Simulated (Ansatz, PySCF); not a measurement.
This PySCF input computes a BLYP/def2-TZVPD energy:

```python
from pyscf import gto, scf, dft

mol = gto.M(
    atom='''
    Si    0.33645806    0.07501901   -0.09322244
    Cl   -0.40375190   -0.28382823    1.79000695
    Cl   -1.19590123   -0.10675841   -1.42200036
    O     1.00562582    1.55666064   -0.12494795
    O     1.45240221   -1.01799582   -0.51919495
    H     0.52406208    2.29445991    0.25874549
    H     2.29540407   -1.01407182   -0.05660000
    ''',
    basis='def2-tzvpd',
    charge=0,
    spin=0,
    verbose=4,
)

mf = dft.RKS(mol, xc='blyp').density_fit(auxbasis='def2-universal-jkfit')
mf.grids.level = 3
mf.conv_tol = 1e-9
mf.max_cycle = 100
mf.max_memory = 1500
mf.kernel()
if not mf.converged:
    mf = mf.newton()
    mf.kernel(mf.make_rdm1())
mf.analyze()
```

Task: Write an input for the same energy in Ansatz (a first-principles code) and say what it gives.

Result: 
Ansatz 0.2 input:
```yaml
crystal:
  periodic: [false, false, false]
  atoms:
    - {symbol: Si, position_ang: [0.33645806, 0.07501901, -0.09322244]}
    - {symbol: Cl, position_ang: [-0.40375190, -0.28382823, 1.79000695]}
    - {symbol: Cl, position_ang: [-1.19590123, -0.10675841, -1.42200036]}
    - {symbol: O, position_ang: [1.00562582, 1.55666064, -0.12494795]}
    - {symbol: O, position_ang: [1.45240221, -1.01799582, -0.51919495]}
    - {symbol: H, position_ang: [0.52406208, 2.29445991, 0.25874549]}
    - {symbol: H, position_ang: [2.29540407, -1.01407182, -0.05660000]}
basis:
  gaussian:
    orbitals: def2-TZVPD
hamiltonian:
  xc: {name: BLYP}
output: {forces: true}
```
It gives -1361.83797 Eh, and PySCF -1361.83807 Eh, a difference of 0.10 mEh, from the treatment of integrals and grids.
